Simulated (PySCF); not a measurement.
## Where the electron goes

Species: C3H8AlN.
Geometry (PBE0-D3(BJ)/def2-SVP, Å), atoms numbered from 1 in this order:
```xyz
13
C3H8AlN angstrom
C      2.2547   -0.5730   -0.0433
C      1.3721    0.3069    0.8405
C     -0.0246    0.2832    0.4434
N     -1.1265    0.2495    0.1097
Al    -3.0700    0.1843   -0.4842
H      3.2946   -0.5115    0.3044
H      1.9368   -1.6240   -0.0006
H      2.2203   -0.2443   -1.0912
H      1.6996    1.3593    0.8150
H      1.4161   -0.0105    1.8954
H     -3.7562    0.8906    0.7823
H     -3.2397   -1.4047   -0.6285
H     -2.9553    1.0432   -1.8346
```

Theory: PySCF, TDDFT wB97X-D/def2-SVPD, vertical, gas phase, core orbitals frozen in the response.

Kohn–Sham orbitals with the atoms that hold most of them (Löwdin shares over 4%, at most four atoms; ? is withheld):

```json
{"orbital": "HOMO-3", "ε (eV)": "-12.93", "atoms": "N4 30%, C3 18%, C2 16%, C1 11%"}
{"orbital": "HOMO-2", "ε (eV)": "-11.54", "atoms": "Al5 39%, H11 17%, H12 17%, H13 17%"}
{"orbital": "HOMO-1", "ε (eV)": "-9.00", "atoms": "Al5 38%, H12 37%, H11 11%, H13 10%"}
{"orbital": "HOMO", "ε (eV)": "-9.00", "atoms": "Al5 38%, H13 28%, H11 28%"}
{"orbital": "LUMO", "ε (eV)": "?", "atoms": "?"}
{"orbital": "LUMO+1", "ε (eV)": "1.01", "atoms": "N4 35%, C3 33%, C2 13%, H10 5%"}
{"orbital": "LUMO+2", "ε (eV)": "1.50", "atoms": "C3 26%, Al5 16%, C2 16%, C1 10%"}
```

Problem. Give the leading atoms of the LUMO.

Solution. N4 (bonded to Al and C) 29%; C3 (bonded to C and N) 27%; C2 (bonded to 2 C and 2 H) 13%; C1 (bonded to C and 3 H) 10%. By element: carbon 50%, nitrogen 29%.

Problem. What is the LUMO energy, and the HOMO–LUMO gap?

Solution. ε(LUMO) = 0.83 eV; the gap is 9.83 eV (0.3612 hartree).

Problem. The HOMO–LUMO gap is 9.83 eV. Where does the response calculation put the lowest singlet, and from which orbitals?

Solution. S1 is at 5.94 eV (f = 0.0023), 3.89 eV below the gap, made of HOMO-1/HOMO→LUMO (≥72%), HOMO-1/HOMO→LUMO+1 (≥9%). Without the coupling terms of the response equations the lowest excitation would equal the gap.

Next come S2 at 6.03 eV (f 0.018), HOMO-1/HOMO→LUMO (≥53%), HOMO-1/HOMO→LUMO+1 (≥19%); S3 at 6.05 eV (f 0.014), HOMO-1/HOMO→LUMO+1 (≥80%); S4 at 6.35 eV (f 0.272), HOMO-1/HOMO→LUMO+1 (≥60%), HOMO-1/HOMO→LUMO (≥19%); S5 at 6.80 eV (f 0.036), HOMO-1/HOMO→LUMO+5 (≥45%), HOMO-1/HOMO→LUMO+2 (≥28%).

Orbitals of the list HOMO-3 to LUMO+2 that lie within 0.01 eV of each other are written together with a slash and their weights summed (≥ marks a lower bound); for degenerate orbitals outside that list single weights are arbitrary.

Löwdin shares depend on the basis, the more so with diffuse functions.

Time: 23 s; peak memory 0.83 GiB. Hardware: an Intel Xeon 6975P-C with one thread, shared host with 192 logical CPUs at a one-minute load of 37.
